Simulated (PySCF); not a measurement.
These are PySCF 2.14.0 with M06-2X/def2-TZVP // PBE0-D3(BJ)/def2-SVP values and carry that method's errors. Isolated molecules, 0 K electronic values unless said otherwise. Excitations are Tamm–Dancoff values on a coarser integration grid. The basis has no diffuse functions, so Rydberg states are missing or too high.

Reference species (SMILES): `[Ge]([Cl])([O]C)([Cl])[Cl]` (neutral, multiplicity 1).

```
Item                       Value
----------------------  --------
HOMO–LUMO gap           10.05 eV
S1 oscillator strength     0.001
S1 excitation (TDA)      6.79 eV
```

Changed species: `[Cl][Ge]([Cl])([Cl])[Cl]` (0 of 4 Cl replaced by OCH3; the reference has 1 of 4 Cl replaced by OCH3).

What does the change do to the HOMO–LUMO gap, S1 oscillator strength and S1 excitation (TDA)?

the HOMO–LUMO gap decreases by 0.10 eV, to 9.95 eV; the S1 oscillator strength stays essentially unchanged; the S1 excitation (TDA) falls by 0.20 eV, to 6.59 eV.
